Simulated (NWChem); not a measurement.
BeH2S; SMILES [BeH][SH]

```xyz
4

Be     0.1036    -1.3052     0.0000
H      0.0680    -2.6381     0.0000
S      0.1629     0.6097     0.0000
H     -1.1884     0.7024     0.0000
```
Atoms are numbered in this order, from 1.

All runs: NWChem. Geometry optimised at PBE0/def2-SVP; all other runs use it. Pople sets run with spherical d functions.

| quantity | level | value |
|---|---|---|
| first state with f > 0.002 (eV), S K edge, unshifted | PBE/def2-TZVP, TDA | 2396.2 |
| orbital gap (eV) | PBE/def2-SVP | [?] |
| anisotropy (bohr³), static | PBE/6-31+G* | 16.6 |
| −ε(HOMO) (eV) | PBE/def2-SVP | [?] |
| dipole (D) | PBE0/def2-SVP | 0.96 |
| highest harmonic frequency (cm⁻¹) | PBE0/def2-SVP | [?] |

Q: Some entries are withheld; supply them.

A: 
- orbital gap (eV), value: 4.85
- −ε(HOMO) (eV), value: 6.56
- highest harmonic frequency (cm⁻¹), value: 2697
